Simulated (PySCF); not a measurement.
PySCF 2.14 output of an unrestricted LDA calculation on a single atom or ion in dyall-av2z (16s12p8d, 92 functions), with the non-relativistic Hamiltonian (point nucleus):

```
SCF conv_tol = 1e-09
number electrons alpha = 15  beta = 14
    P. A. M. Dirac.,  Math. Proc. Cambridge Philos. Soc. 26, 376 (1930)
    F. Bloch.,  Z. Phys. 57, 545 (1929)
    S. H. Vosko, L. Wilk, and M. Nusair.,  Can. J. Phys. 58, 1200 (1980)
cycle= 1 E= -1920.83342078749  delta_E= -0.0359  |g|= 0.245  |ddm|= 0.27
cycle= 2 E= -1920.82094966361  delta_E= 0.0125  |g|= 0.464  |ddm|= 0.152
cycle= 3 E= -1920.84049144194  delta_E= -0.0195  |g|= 0.0319  |ddm|= 0.0702
cycle= 4 E= -1920.84061508351  delta_E= -0.000124  |g|= 0.0018  |ddm|= 0.00928
cycle= 5 E= -1920.84061539135  delta_E= -3.08e-07  |g|= 6.82e-05  |ddm|= 0.000315
cycle= 6 E= -1920.84061539187  delta_E= -5.18e-10  |g|= 3.89e-07  |ddm|= 2.08e-05
converged SCF energy = -1920.84061539187  <S^2> = 0.75042783  2S+1 = 2.0004278
```

The run itself started from symmetry-adapted Hartree-Fock orbitals and held the occupation by maximum overlap, on a logarithmic radial grid, so the iterations belong to that start.

Q: Which element, charge and spin multiplicity is this?

A: Ga²⁺ (gallium, charge +2), multiplicity 2; the state was [Ar] 3d10 4s1, 2S determinant.
